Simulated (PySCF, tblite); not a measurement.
Calculations on `C1CC1[B]Cl` [radical], in the order of a workflow; each names the level of the geometry that it ran on. Settings lines and outputs come from a driver script.

Compound: C₃H₅BCl (doublet state).
Atom-mapped SMILES: `[Cl:1][B:2][CH:3]1[CH2:4][CH2:5]1` (hydrogens: H6 on C3; H7, H8 on C4; H9, H10 on C5)

Step 1: GFN2-xTB geometry optimisation, gas phase (tblite 0.8.0) (from a force-field or distance-geometry start)
```json
{"job": {"kind": "relax", "xc": "GFN2-xTB", "basis": "xTB"}, "charge": 0, "multiplicity": 2}
```
```
step      E/eV     max force
  0    -398.76709    2.063
  1    -398.95437    1.594
  2    -399.09995    0.788
...
 26    -399.19060    0.016
 27    -399.19063    0.015
 28    -399.19066    0.018
 29    -399.19068    0.015
 30    -399.19069    0.010
```

Energy lowered by 9.8 kcal/mol over 30 steps; largest atomic force 0.010 eV/Å at the end. «max force» is the largest atomic force in eV/Å.

Step 2: GFN2-xTB harmonic vibrations, gas phase (tblite 0.8.0) (on the GFN2-xTB geometry)
```json
{"job": {"kind": "ir", "xc": "GFN2-xTB", "basis": "xTB"}, "charge": 0, "multiplicity": 2}
```
```
(table of modes left out)
```

24 modes from 90 to 3106 cm⁻¹ (unscaled, harmonic); zero-point energy 46.5 kcal/mol; all wavenumbers are real at this level.

Step 3: UKS B3LYP, pcH-1 on B C Cl H, non-relativistic, mean-field spin-orbit, GIAO (PySCF 2.14.0) (on the GFN2-xTB geometry)
```json
{"job": {"kind": "epr", "basis": "pcH-1"}, "charge": 0, "multiplicity": 2}
```
```
...
E = -602.33407519 Eh   <S^2> = 0.7518 (exact 0.7500)
g shifts (ppm)      1          2          3
  rmc          -128       -128       -128
  gc             20         15        -36
  oz_so       -9813       -658       3754
  total       -9921       -770       3591
hyperfine (MHz)  atom isotope    a_iso     a_fc   dipolar eigenvalues
    0  35Cl      41.44      41.65    -21.08    -18.27     39.35
    1   11B     496.90     497.18    -40.39    -38.07     78.46
    2   13C      86.88      86.91     -6.56     -4.23     10.79
    3   13C       6.35       6.36     -2.05     -1.60      3.65
    4   13C       4.84       4.85     -1.68     -1.24      2.92
    5    1H      17.34      17.37     -5.64     -4.71     10.36
    6    1H       0.61       0.61     -2.45     -1.43      3.88
    7    1H       0.08       0.08     -1.95     -0.97      2.92
    8    1H       1.09       1.09     -2.30     -1.64      3.94
    9    1H       0.02       0.02     -1.80     -1.00      2.81
```

⟨S²⟩ 0.752; g_iso 2.0000. rmc, gc and oz_so are the mass-correction, gauge-correction and orbital-Zeeman/spin–orbit parts of the g shift along its three principal axes; a_iso is the isotropic hyperfine coupling and a_fc its Fermi-contact part. The log counts atoms from 0, this text from 1.

Problem. Which step took the most CPU time, and about what did each take on one thread, Arm Neoverse V2 (aarch64), shared host?

Solution. Step 3, about 99 % of the total. CPU time by step: 1: 0.1 s, 2: 0.15 s, 3: 24 s.

Geometry of the electronic-property runs (GFN2-xTB):
```
atom  x, y, z in Å
Cl1    2.5423   -0.8833   -0.3010
B2     1.4889   -0.6124    0.9881
C3     0.0578   -0.0635    0.8053
C4    -0.2498    0.8964   -0.3367
C5    -0.7712   -0.4893   -0.3995
H6    -0.5420    0.1183    1.6916
H7     0.5609    1.1654   -0.9971
H8    -0.9333    1.7066   -0.1319
H9    -0.3196   -1.1723   -1.1031
H10   -1.8250   -0.6612   -0.2383
```

 (This holds for the electronic-property runs.)

One conformer stands for the species.
